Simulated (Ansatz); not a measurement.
The cluster Cs3I2, relaxed as a doublet with UKS PBE-D4/def2-SVP in Ansatz, starting from the GFN1-xTB geometry. Force threshold 0.02 eV/Å.

In the def2 sets Cs, I take a core potential; there is no spin–orbit coupling. The relaxation made no stability test and no search for a lower SCF solution. Another isomer (doublet) lies 0.08 eV lower at PBE0-D4/def2-TZVP; other spin states weren't run for this one.

Start:

Cartesian coordinates in Å:
```
Cs -0.3537 2.1483 -0.0653
Cs 1.1821 -1.6983 -0.7691
Cs -2.8853 -1.2911 0.5288
I -0.2067 -0.4871 2.7062
I 2.2636 1.3282 -2.4006
```

| step | energy (eV) | largest force component (eV/Å) | SCF passes |
| --- | --- | --- | --- |
| 1 | -17852.4980 | 0.492 | 16 |
| 2 | -17852.6385 | 0.350 | 18 |
| 3 | -17852.7850 | 0.149 | 18 |
| 4 | -17852.8597 | 0.066 | 18 |
| 5 | -17852.8806 | 0.062 | 18 |
| 6 | -17852.8846 | 0.039 | 17 |
| 7 | -17852.8852 | 0.037 | 18 |
| 8 | -17852.8860 | 0.004 | 18 |

Force components are those of the run's own axes.

End:

```xyz
5

Cs   -0.165    2.663    0.081
Cs    1.726   -1.930   -0.700
Cs   -3.518   -1.550    0.800
I    -0.203   -0.453    2.111
I     2.161    1.270   -2.293
```

By distances, no bond broke or formed. The bond that changes most is Cs2–I4, from 3.93 to 3.72 Å (atoms count from 1).

No frequencies were taken in this run, so the end may be a saddle point.

Hardware: 4 threads of Arm Neoverse V2 on a shared host. Wall time 26 s.
